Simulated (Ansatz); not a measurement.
Reaction (atomization): `C1[SiH2][AsH]1` → As• + C• + 5 H• + Si•

Isolated molecules relaxed with PBE0-D4/def2-TZVP in Ansatz; ΔE leaves out vibrations. CCSD(T)/CBS is the MP2 limit (def2-TZVPP, def2-QZVPP) plus CCSD(T) − MP2 in def2-TZVPP, frozen cores. This one scheme is used for every species, atoms too. DFT in def2-TZVPP. B3LYP here is the variant with VWN-RPA as its local correlation; programs differ in this. Open shells (•) are unrestricted, without spin–orbit coupling. Spin–orbit coupling would lower the free atoms: a little for C, Si. For As outer-core shells are correlated without core-valence functions, so the limit isn't a true one: a few kJ/mol of doubt a bond, and 10 to 20 or more in all where bonds break to atoms. Scalar relativity is left out up to krypton.

```csv
level,ΔE (kJ/mol),difference from CCSD(T)/CBS
PBE-D4,2514.0,26.9
BLYP-D4,2479.8,-7.3
PBE0-D4,2482.2,-4.9
BHLYP-D4,2433.2,-53.9
ωB97M-V,2488.0,0.9
revPBE,2414.9,-72.2
B3LYP,2463.0,-24.1
r2SCAN0,2461.4,-25.7
LC-ωPBE,2449.1,-38.0
HF/def2-SVP,1751.1,-736.0
MP2/def2-SVP,2289.6,-197.5
CCSD/def2-SVP,2268.1,-219.0
CCSD(T)/def2-SVP,2298.1,-189.0
CCSD/def2-TZVPP,2379.9,-107.2
CCSD(T)/def2-TZVPP,2419.2,-67.9
MP2/CBS(def2),2483.5,-3.6
CCSD(T)/CBS,2487.1,0
```

Largest T1 diagnostic among the species: 0.012.

From r2SCAN to r2SCAN0 (25 % exact exchange), in def2-TZVPP and without D4, ΔE moves by −32.2 kJ/mol: exact exchange takes away binding that semilocal exchange gives to molecules. The D4 term adds +28.2 kJ/mol with B3LYP and +14.4 kJ/mol with PBE0; it sums over pairs of atoms, weighted by their polarisabilities, and B3LYP, whose exchange is more repulsive, gets the larger term.

For atomizations the MP2-based limit and the directly extrapolated one differ by several kJ/mol either way, and by 10 to 25 for some Ge, Se and Sn compounds, so smaller differences from it don't rank the levels.
